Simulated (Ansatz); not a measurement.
Isolated molecules relaxed with PBE0-D4/def2-TZVP in Ansatz; ΔE leaves out vibrations. CCSD(T)/CBS is the MP2 limit (def2-TZVPP, def2-QZVPP) plus CCSD(T) − MP2 in def2-TZVPP, frozen cores. This one scheme is used for every species. DFT in def2-TZVPP. def2 core potentials past Kr. For Ta outer-core shells are correlated without core-valence functions, which leaves a few kJ/mol of doubt a bond. One conformer a species, not always the lowest.

Reaction (ligand exchange at a Ta–Cl bond): `[OH][Ta]([OH])([OH])([OH])[Cl]` + H–F → `[OH][Ta]([OH])([OH])([OH])[F]` + HCl

CCSD(T)/CBS gives -6.8 kJ/mol.

Problem. Another level gave -18.4 kJ/mol. Which?
A. CAM-B3LYP-D4/def2-TZVPP
B. BLYP/def2-TZVPP
C. r2SCAN-D4/def2-TZVPP
D. SCS-MP2/def2-TZVPP

Solution. C. r2SCAN-D4 -18.4, SCS-MP2/def2-TZVPP -12.5, BLYP -31.0, CAM-B3LYP-D4 -24.1 kJ/mol.

Problem. What do rigid-rotor, harmonic-oscillator terms from PBE0-D4/def2-TZVP frequencies (298.15 K, 1 bar) make of the CCSD(T)/CBS value? (Best estimate.)

Solution. The calculation gave: ΔZPE = -4.1 kJ/mol, ΔH = -12.4 kJ/mol, ΔS = 5 J/(mol·K), ΔG = -13.9 kJ/mol.

Largest T1 diagnostic among the species: 0.018.

From r2SCAN to r2SCAN0 (25 % exact exchange), in def2-TZVPP and without D4, ΔE moves by +5.5 kJ/mol. At CCSD(T), def2-SVP lies −25.0 kJ/mol from the extrapolated value and def2-TZVPP −7.5 kJ/mol.

CCSD(T)/CBS has its own doubt, a few kJ/mol and more with outer-core shells, so smaller differences from it don't rank the levels.
